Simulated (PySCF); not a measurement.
The numbers below are computed, except where a source is named.
**CH11N2Si3**

CH11N2Si3 is a small molecule (built as: C site whose three back bonds go to SiH3, NHSiH3, NHSiH3), neutral, doublet. The structure, one conformer, was relaxed in the gas phase by PBE0-D3(BJ)/def2-SVP. No frequency run checks that it is a minimum.

SMILES: [SiH3]N[C]([SiH3])N[SiH3]

```csv
atom,x (Å),y (Å),z (Å)
C1,0.010,-0.125,-0.021
Si2,0.098,1.698,0.313
N3,1.033,-0.807,-0.685
Si4,2.754,-0.576,-0.500
N5,-1.127,-0.893,0.221
Si6,-2.756,-0.348,0.542
H7,-0.163,2.571,-0.882
H8,-0.914,2.027,1.365
H9,1.470,2.064,0.796
H10,0.713,-1.445,-1.413
H11,3.246,0.728,-1.046
H12,3.138,-0.643,0.942
H13,3.386,-1.685,-1.273
H14,-0.918,-1.878,0.384
H15,-3.091,0.742,-0.422
H16,-2.985,0.168,1.929
H17,-3.629,-1.543,0.343
```

EPR values by unrestricted B3LYP, IGLO-III on C N Si, pcH-1 on H.

**Question.** Predict g and the largest hyperfine couplings. Where does the spin sit?

**Answer.** g = 2.0022, 2.0029, 2.0033. The spin sits on C1 (70 %, bonded to 2 N + 1 Si) by Mulliken populations.
```csv
atom,isotope,isotropic (MHz),"dipolar, principal values (MHz)"
C1,13C,60.8,"-59.5, -59.0, 118.5"
H7,1H,78.7,"-2.8, -1.7, 4.5"
H10,1H,49.8,"-5.6, -2.5, 8.1"
H9,1H,47.0,"-3.0, -2.0, 5.0"
Si2,29Si,41.5,"-4.1, -0.2, 4.3"
H14,1H,26.3,"-6.2, -3.7, 9.9"
```

**Question.** How do the isotropic couplings move with BHandHLYP?

**Answer.** C1 60.8 to 90.7 MHz, H7 78.7 to 77.3 MHz, H10 49.8 to 49.9 MHz, H9 47.0 to 43.4 MHz.
